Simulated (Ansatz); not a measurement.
Molecule: CHS (charge 0, doublet). It need not be the lowest isomer of its formula. SMILES: [CH]=S
Geometry: optimised at B3LYP-D3(BJ)/def2-TZVP (Ansatz, a program for electronic structure).

Parts of the frozen-core correlation energy in cc-pV(D+d)Z (Ansatz, hartree). Frozen orbitals: 6; correlated occupied orbitals by spin: 6 and 5; virtual: 30 and 31. UHF or UKS for open shells. Spin-orbit coupling is left out. No relativistic terms.

```
term                            value
-------------------------  ----------
reference (HF)             -435.91135
MP2 opposite-spin                 [?]
MP2 same-spin                -0.06013
CCSD correlation                  [?]
(T)                               [?]
CCSDT minus CCSD(T)          -0.00173
CCSDT(Q) minus CCSD(T)       -0.00280
T1 diagnostic                   0.058
largest doubles amplitude       0.131
<S^2> of the reference          0.976
```

### Question
Some entries are withheld; supply them.

### Answer

- MP2 opposite-spin, value: -0.17007
- CCSD correlation, value: -0.26608
- (T), value: -0.01151
